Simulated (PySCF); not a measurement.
All values below come from PBE-D3(BJ)/def2-TZVP // PBE-D3(BJ)/def2-SVP in PySCF. All species are isolated molecules in the gas phase. Excitations are Tamm–Dancoff values on a coarser integration grid. The basis has no diffuse functions, so Rydberg states are missing or too high.

Reference species (SMILES): `Fc1cc([SiH3])c2sccc2c1` (neutral, multiplicity 1).

```json
{
  "S1 oscillator strength": "0.054",
  "HOMO": "-5.67 eV",
  "S1–T1 gap (TDA)": "0.92 eV"
}
```

Changed species: `Fc1cc2ccsc2cc1[SiH3]`.

### Question
Predict the effect on the S1 oscillator strength, HOMO and S1–T1 gap (TDA).

### Answer
the S1 oscillator strength is nearly the same; the HOMO is nearly the same; the S1–T1 gap (TDA) hardly moves.
